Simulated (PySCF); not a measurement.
**[Lu(H2O)3]3+ relaxed at several levels**

Computed with PySCF 2.14.0, def2-SVP on the ligands, density fitting, scalar-relativistic core potentials, no spin-orbit coupling, vacuum. Each row is relaxed at its own level from the same template. Distances are means of the shortest metal–ligand contacts, charges and spins Mulliken's; removal energies are rigid, with the ligand's formal charge and no counterpoise, so too large; for an anion taken off a cation in vacuum most of it is the attraction of opposite charges, and multiply charged cations can part far more cheaply with an electron moved from ligand to metal. lcecp potentials hold a fixed number of 4f electrons in the core, out of states, spins and gaps.

| level | basis on the metal | point group | M–H2O (Å) | charge on M (e) | HOMO–LUMO gap (eV) | removal of one H2O (eV) | strongest infrared band, degenerate modes summed (cm⁻¹) | unstable modes (below −25 cm⁻¹) |
| --- | --- | --- | --- | --- | --- | --- | --- | --- |
| PBE | lcecp-1-SVP with ECP60 | D3 | 2.193 | 1.76 | – | 4.18 | 3410 | 0 (lowest -21 cm⁻¹, within noise) |
| B3LYP | def2-SVP with ECP28 | D3 | 2.160 | 1.95 | 7.62 | 4.22 | – | 1 (soft) |

Task: What does the calculation give for PBE0, lcecp-1-SVP with ECP60?

Result: point group: D3, M–H2O (Å): 2.187, charge on M (e): 1.90, removal of one H2O (eV): 4.10, strongest infrared band, degenerate modes summed (cm⁻¹): 3550, unstable modes (below −25 cm⁻¹): 0 (lowest -21 cm⁻¹, within noise).
```xyz
10

Lu    0.0000    0.0000    0.0000
O     2.1871    0.0000    0.0000
H     2.8040   -0.7227    0.2766
H     2.8040    0.7227   -0.2766
O    -1.0936    1.8941    0.0000
H    -0.7761    2.7897    0.2766
H    -2.0278    2.0670   -0.2766
O    -1.0936   -1.8941    0.0000
H    -2.0279   -2.0670    0.2766
H    -0.7762   -2.7897   -0.2766
```

Members with unstable modes aren't minima as they stand: saddle points kept by symmetry or, where the modes are soft, flat surfaces and noise. Moved off a saddle point of the template and relaxed again: PBE, PBE0, B3LYP. One start shape was tried for each, so a minimum needn't be the lowest isomer.
